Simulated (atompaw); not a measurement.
Pt (Z = 78): one change to a PAW (atompaw) potential, before and after

* Element: Pt (Z = 78)
* Generator: atompaw 4.2.0.5
* Type: PAW
* Functional: PBE
* Relativity: scalar-relativistic
* Frozen core: [Kr] 4d10 4f14 5s2
* Valence charge: 16
* Reference configuration: 5p6 5d9 6s1 6p0
* Partial waves: 6s (bound): rc 1.95 bohr; 6s channel at 0.35 Ry: rc 1.95 bohr; 5p (bound): rc 1.50 bohr; 6p (bound, empty): rc 2.00 bohr; 5d (bound): rc 2.00 bohr; 5d channel at 0.95 Ry: rc 1.40 bohr
* Local potential: troulliermartins scheme with l = 3 at 0.5 Ry, radius 1.60 bohr
* Core correction: smooth core density matched at 1.30 bohr
* Augmentation charge: sinc compensation charge, radius 1.75 bohr; PAW radius 2.00 bohr; waves and projectors: custom polynom2 7 10 vanderbiltortho

Change: wave 5p (bound): rc 1.50 bohr becomes 5p (bound): rc 1.06 bohr.

Cutoffs: the cutoffs (Ry, on a coarse ladder) from which the occupation-weighted sum of valence levels, in a spherical-Bessel basis at the reference potential, stays within 10 and 1 mRy of its value at 400 Ry; they do not see the model core or the augmentation charge, which bear on the density cutoff.

Question: What does the change do?

Answer: The potential gets harder (40 Ry and 200 Ry → 50 Ry and 230 Ry); both files keep a bound ghost (s).

```csv
quantity,base,changed
"cutoff, loose",40 Ry,50 Ry
"cutoff, tight",200 Ry,230 Ry
loose cutoff by channel (10 mRy a level),"s 12 Ry, p 25 Ry, d 21 Ry","s 12 Ry, p 30 Ry, d 21 Ry"
bound ghosts,s,s
s: phases at 2.01 bohr within 0.05 rad from the reference energy up to (Ry; the scan ends near 5),to the end of the scan,to the end of the scan
p: phases at 2.01 bohr within 0.05 rad from the reference energy up to (Ry; the scan ends near 5),1.5,1.4
d: phases at 2.01 bohr within 0.05 rad from the reference energy up to (Ry; the scan ends near 5),-0.0,-0.0
lowest overlap eigenvalue by channel,"s 0.28, p 0.72, d 0.23","s 0.28, p 0.64, d 0.23"
```

 A true bound ghost makes a file unfit for plane-wave use even where its test errors are small: the radial tests pick states by their node count and pass the ghost by. The cutoffs see the waves, projectors and local potential, not the compensation charge or the core.
